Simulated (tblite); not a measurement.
Species: C₅H₁₄NPSi.
Cartesian coordinates in Å at the GFN2-xTB level; atoms count from 1:
```
atom  x, y, z in Å
C1     0.8417   -1.5274    1.0993
N2     0.5314   -0.6035    0.0313
Si3    1.6047    0.6320   -0.4808
P4     3.6165    0.1194    0.3590
C5    -0.8687   -0.6043   -0.2889
C6    -1.3722    0.2075   -1.4899
C7    -2.5354    0.7217   -0.6293
C8    -1.8166    0.2069    0.6247
H9     0.3031   -1.2727    2.0182
H10    0.5620   -2.5440    0.8069
H11    1.9116   -1.5103    1.3049
H12    1.7543    0.6096   -1.9440
H13    1.2039    1.9965   -0.0772
H14    4.2262    1.2259   -0.1923
H15    3.4316    0.7579    1.5699
H16   -1.1991   -1.6475   -0.3607
H17   -0.6866    0.9990   -1.7714
H18   -1.6338   -0.3681   -2.3749
H19   -2.7218    1.7922   -0.6687
H20   -3.4668    0.1940   -0.8225
H21   -1.2792    0.9935    1.1501
H22   -2.4170   -0.3591    1.3340
```

Calculated harmonic vibrations of the isolated species, GFN2-xTB (tblite), most abundant isotopes, no scaling. Errors from tens to a few hundred cm⁻¹ against measured bands are possible. Modes of hydrogen on phosphorus and silicon can be 10 to 20 % off. One conformer, not necessarily the lowest.

Harmonic wavenumbers (cm⁻¹): 36.2, 61.4, 93.0, 123.7, 145.5, 151.1, 193.7, 207.2, 332.7, 406.6, 468.7, 477.2, 502.9, 582.4, 591.5, 685.6, 701.9, 720.6, 765.2, 807.8, 816.1, 831.8, 946.3, 987.0, 1032.7, 1036.8, 1064.8, 1092.8, 1104.1, 1116.5, 1153.6, 1181.2, 1189.7, 1197.5, 1235.5, 1244.5, 1246.1, 1260.4, 1289.7, 1350.7, 1419.7, 1467.0, 1470.8, 1471.3, 1491.6, 1499.0, 2098.4, 2174.2, 2324.4, 2416.3, 2894.4, 2918.6, 2949.3, 2996.7, 2999.9, 3007.7, 3012.8, 3021.1, 3023.4, 3060.3.

A = 3204, B = 726.2, C = 650.3 MHz; mass 147.063 u (most abundant isotopes); point group C1, symmetry number 1.

Zero-point energy?

Half the sum of the wavenumbers: 39075 cm⁻¹ = 467.44 kJ/mol.

What is S at 200 K and 1 bar for an ideal gas of classical rigid rotors and harmonic oscillators?

Translation 162.80, rotation 119.46, vibration 95.93: S = 378.2 J/(mol K).

And Cp and H(200 K) − H(0)?

Cp = 129.38 J/(mol K), of which vibrations give 96.12 (their classical limit is 60 R = 498.9); H(200 K) − H(0) = 16.78 kJ/mol without the zero-point energy, 10.13 from vibrations.

Which modes carry the vibrational entropy at 200 K?

36.2 cm⁻¹: 19.52; 61.4 cm⁻¹: 15.18; 93.0 cm⁻¹: 11.81; 123.7 cm⁻¹: 9.55; 145.5 cm⁻¹: 8.30; 151.1 cm⁻¹: 8.02 J/(mol K); the other 54 give 23.55 together.

How do the functions run with temperature in this model?

| T (K) | S (J/(mol K)) | Cp (J/(mol K)) | H − H(0) (kJ/mol) | G − H(0) (kJ/mol) | ln q(vib) |
| --- | --- | --- | --- | --- | --- |
| 150 | 344.3 | 107.5 | 10.87 | -40.78 | 3.90 |
| 250 | 409.6 | 153.3 | 23.84 | -78.56 | 6.95 |
| 298.15 | 438.7 | 177.4 | 31.80 | -98.99 | 8.38 |
| 400 | 497.8 | 227.1 | 52.44 | -146.70 | 11.39 |
| 600 | 605.6 | 305.1 | 106.11 | -257.24 | 17.22 |
| 900 | 744.9 | 380.8 | 209.95 | -460.46 | 25.57 |

q(vib) and H(0) count from the zero-point level.

Hindered rotation and anharmonicity are outside this model. Other conformers, if any are populated, would add a mixing term that is left out. The structure is chiral; the term R ln 2 for an equal mix with its mirror image is left out.

On Arm Neoverse V2, one thread, on a shared host, this took 0.91 s wall. This covers the Hessian and the dipole derivatives.
